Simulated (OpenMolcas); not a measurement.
# Mo3+: effect of the metal basis

Mo3+ with its 8 nearest fluoride ions at 2.212 Å, on the Ca site of CaF2 (a = 5.46294 Å, distance in the model lattice 2.366 Å). The rest of the host is ab initio model potentials to 7.6 Å and point charges beyond; the distance is set by hand and nothing relaxes, and no local charge compensation is placed.

| Property | Result |
| --- | --- |
| Program | OpenMolcas 26.06 |
| Method | SS-CASPT2, IPEA 0.25 Eh, imaginary shift 0.1 Eh (closed shells correlated: 4s 4p and the ligand valence shells) |
| Spin-orbit coupling | RASSI with atomic mean-field integrals over the reference wave functions |

Fixed: ligand basis ANO-RCC-VDZP, active space 3 electrons in 5 orbitals (4d), DKH2 Hamiltonian.

States (labels of O, the rotations of Oh). Energies in cm-1 above the lowest state or level, χT in cm3 K/mol; 10Dq and B are least-squares fits to the states below 45000 cm-1, weighted by degeneracy, with a free offset, and given where the rms deviation is under 5 % of |10Dq| (or 100 cm-1) and under 700 cm-1; 10Dq is negative for this site.

| Run | Metal basis | Ground state | First state of that spin | 10Dq | B (rms of fit) | First gap with spin-orbit (degeneracies) | χT at 300 K | First state of another spin | Cost |
| --- | --- | --- | --- | --- | --- | --- | --- | --- | --- |
| A | ANO-RCC-VDZP | 2E | 2T1 13080 | -15786 | 550 (385) | 2850 (4, 2) | 0.405 | 4T1 2980 | roughly 3 core-minutes |
| B | ANO-RCC-VTZP | 2E | 2T1 12440 | -15226 | 517 (389) | 2830 (4, 2) | 0.408 | 4T1 2970 | roughly 6 core-minutes |

Against A, |10Dq| changes by -3.5 % in B.

Costs are those of the CASPT2 steps.

Roots that are degenerate in the reference are averaged as groups; the widest CASPT2 spread within a group is 560 cm-1 (the 3-fold group of multiplicity 2 near 13300 cm-1 above the lowest state of its run, B). Shifts and gaps below about the spread of the groups concerned are not significant. Over all roots computed the reference weight is 0.69 to 0.70 in A, 0.68 to 0.69 in B; a low but even weight reflects the number of correlated electrons. An orbital doublet at a regular site is open to a Jahn-Teller distortion, which this geometry leaves out. This shell can be high or low spin here, a state of another spin lies low, and with metal d orbitals alone active their balance is uncertain, so the ground spin may be wrong, although the usual error favours high spin. Ligand-to-metal charge-transfer states are missing. With no ligand orbital active B as a rule stays too high, so bands that hang on it stand too high and its fall with covalency is understated. With one d shell and no ligand orbital active, 10Dq can be off by a tenth or more. No measured value stands beside these numbers; the geometry was set by hand and not optimised.
